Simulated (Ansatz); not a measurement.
`C[Si](N)(S)Cl` + `C=CN([SiH3])C=O` → `N[Si](S)(Cl)C=O` + `C=CN(C)[SiH3]`  (redistribution)

Program: Ansatz. Geometries: PBE0-D4/def2-TZVP. ΔE: electronic, gas phase. CCSD(T)/CBS adds triple-zeta CCSD(T) − MP2 to the extrapolated MP2 energy (def2 sets, frozen cores). DFT in def2-TZVPP. B3LYP here is the variant with VWN-RPA as its local correlation; programs differ in this. Each species was taken in one conformer, which may not be the lowest.

Question: Is it downhill or uphill in electronic energy at CCSD(T)/CBS, and by how much? (An estimate is asked.)

Answer: The calculation gave: Uphill: ΔE = +32.8 kcal/mol.

Question: What do these levels give: r2SCAN-D4, PBE0-D4, ωB97M-V, r2SCAN, PBE0, B3LYP, HF/def2-TZVPP, MP2/def2-TZVPP, SCS-MP2/def2-TZVPP, MP2/def2-QZVPP, MP2/CBS(def2), CCSD/CBS(def2)? (An estimate is asked.)

Answer: The calculation gave: r2SCAN-D4 35.3, PBE0-D4 34.1, ωB97M-V 33.3, r2SCAN 35.3, PBE0 34.0, B3LYP 32.4, HF/def2-TZVPP 32.5, MP2/def2-TZVPP 34.1, SCS-MP2/def2-TZVPP 32.4, MP2/def2-QZVPP 34.1, MP2/CBS(def2) 34.1, CCSD/CBS(def2) 32.4 kcal/mol.

Largest T1 diagnostic among the species: 0.015.
